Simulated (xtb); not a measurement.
Harmonic IR lines of one isomer of C$_{3}$H$_{7}$N, unscaled. All values below come from GFN2-xTB (xtb).

| wavenumber (cm⁻¹) | relative intensity |
|---|---|
| 256 | 4.4 |
| 285 | 4.2 |
| 362 | 26 |
| 703 | 100 |
| 723 | 90 |
| 991 | 13 |
| 1023 | 3.5 |
| 1151 | 5.5 |
| 1222 | 56 |
| 1289 | 5.9 |
| 1301 | 13 |
| 1516 | 21 |
| 1745 | 55 |
| 2980 | 24 |
| 2998 | 29 |
| 3036 | 6.7 |
| 3052 | 4.7 |
| 3063 | 73 |

Question: Identify which structure gives these lines.
A) `CC(C)=N`
B) `C/C=C\N`
C) `C=CNC`
D) `C/C=C/N`

Answer: D, `C/C=C/N`
